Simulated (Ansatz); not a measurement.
Two members of one family (Series SnH2MeX), computed with Ansatz in the gas phase; def2 core potentials for Sn, no spin–orbit coupling. The two geometries come from different levels. Binding counts from free atoms in the multiplicity of their measured ground term, without zero-point energy. The structures are stationary points that may keep the symmetry of their start.

First: SnH2MeF (singlet, charge 0, PBE-D4/def2-TZVP geometry).

```xyz
8

Sn   -0.555   -0.411    0.686
H    -2.226    0.001    0.676
H     0.106   -0.495    2.273
C     0.643    0.659   -0.737
H     0.626    1.734   -0.518
H     0.241    0.482   -1.741
H     1.675    0.291   -0.686
F    -0.510   -2.260    0.046
```

| level | HOMO (eV) | LUMO (eV) | gap (eV) | binding per atom (eV) |
| --- | --- | --- | --- | --- |
| LDA (SPW92)/def2-TZVP | -7.51 | -1.54 | 5.97 | 3.69 |
| r2SCAN-D4/def2-TZVP | -7.67 | -0.88 | 6.79 | 3.26 |
| r2SCAN-D4/def2-TZVPD | -7.70 | -0.94 | 6.75 | 3.26 |
| PBE0-D4/def2-SVP | -8.58 | -0.12 | 8.46 | 3.21 |
| r2SCAN0-D4/def2-TZVP | -8.89 | -0.23 | 8.67 | 3.20 |

Second: SnH2Me(SiH3) (singlet, charge 0, r2SCAN-D4/def2-SVP geometry).

Cartesian coordinates in Å:
```
Sn 0.6465 0.5249 0.4154
H 1.7934 -0.0223 1.5734
H 1.0959 2.1181 -0.0509
C -1.3043 0.5977 1.3448
H -1.2699 1.2576 2.2240
H -1.6096 -0.4081 1.6680
H -2.0478 0.9885 0.6350
Si 0.6715 -1.0252 -1.6374
H 0.3674 -2.4348 -1.2366
H 2.0114 -1.0031 -2.2990
H -0.3545 -0.5932 -2.6367
```

Q: What does the change do? Estimate second minus first.

A: 
```json
{"level": "LDA (SPW92)/def2-TZVP", "Δ HOMO (eV)": "0.72", "Δ LUMO (eV)": "0.57", "Δ gap (eV)": "-0.15", "Δ binding per atom (eV)": "-0.29"}
{"level": "r2SCAN-D4/def2-TZVP", "Δ HOMO (eV)": "0.75", "Δ LUMO (eV)": "0.39", "Δ gap (eV)": "-0.36", "Δ binding per atom (eV)": "-0.20"}
{"level": "r2SCAN-D4/def2-TZVPD", "Δ HOMO (eV)": "0.78", "Δ LUMO (eV)": "0.38", "Δ gap (eV)": "-0.39", "Δ binding per atom (eV)": "-0.20"}
{"level": "PBE0-D4/def2-SVP", "Δ HOMO (eV)": "0.85", "Δ LUMO (eV)": "0.35", "Δ gap (eV)": "-0.50", "Δ binding per atom (eV)": "-0.18"}
{"level": "r2SCAN0-D4/def2-TZVP", "Δ HOMO (eV)": "1.01", "Δ LUMO (eV)": "0.36", "Δ gap (eV)": "-0.66", "Δ binding per atom (eV)": "-0.16"}
```
